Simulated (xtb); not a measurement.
Harmonic IR lines of one isomer of C$_{2}$H$_{5}$NO, unscaled. Computed with GFN2-xTB run with xtb 6.7.1.

| wavenumber (cm⁻¹) | relative intensity |
|---|---|
| 292 | 11 |
| 511 | 9.6 |
| 994 | 5.3 |
| 1109 | 5.5 |
| 1206 | 4.0 |
| 1421 | 17 |
| 1773 | 100 |
| 2764 | 28 |
| 2976 | 5.5 |
| 2992 | 6.4 |

**Question.** Name which structure gives these lines.
(A) `C1NCO1`
(B) `C=NCO`
(C) `[H]/N=C(\C)O`
(D) `CNC=O`

**Answer.** D, `CNC=O`
